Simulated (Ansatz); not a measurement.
Ideal-gas functions of `O/C=C(/Cl)[SeH]` at 600 K and 1 bar, from an Ansatz frequency run at PBE0-D4/def2-TZVP.

Molar mass 157.46 g/mol, point group C1 (symmetry number 1), electronic degeneracy 1, moments of inertia 187.037, 256.154, 441.512 u Å². Harmonic wavenumbers (cm⁻¹, unscaled): 95, 174, 194, 229, 293, 411, 466, 546, 822, 868, 947, 1188, 1268, 1342, 1736, 2437, 3188, 3889.

Use S(trans) = R[1.5 ln M + 2.5 ln T − 1.1517]; rotational temperatures θ = 24.2544 K / I; S(rot) = R[ln(√π/σ · √(T³/θAθBθC)) + 1.5]; for each mode x = 1.438777 ν̃/T, S = R[x/(eˣ − 1) − ln(1 − e⁻ˣ)] and H = RT x/(eˣ − 1); 1 cm⁻¹ = 0.0119627 kJ/mol; R = 8.31446 J/(mol·K).

Problem. By hand: the entropy, in J/(mol·K).

Solution. Translation 186.5. Rotation: θ = 0.1297, 0.0947, 0.0549 K, giving 127.4. Vibration, mode by mode: 20.63, 15.64, 14.75, 13.40, 11.42, 8.76, 7.81, 6.64, 3.90, 3.57, 3.08, 1.95, 1.68, 1.46, 0.68, 0.17, 0.03, 0.01, in all 115.6. Electronic 0.0. Sum 429.5 J/(mol·K).

Problem. By hand: H − E and G − E in kJ/mol, counted from the electronic energy.

Solution. Zero-point energy ½ × 20093 × 0.0119627 = 120.2; thermal vibration 34.7; translation, rotation and pV give 4 RT = 20.0. H − E = 174.9 kJ/mol, and G − E = 174.9 − 600 × 429.5/1000 = -82.8 kJ/mol.

Vibration gives 27 % of the entropy, 20.6 J/(mol·K) of it from the mode under 150 cm⁻¹: soft modes count most, and the harmonic formula is weakest for them. The sum counts one conformer and one mirror image; others add a mixing term.
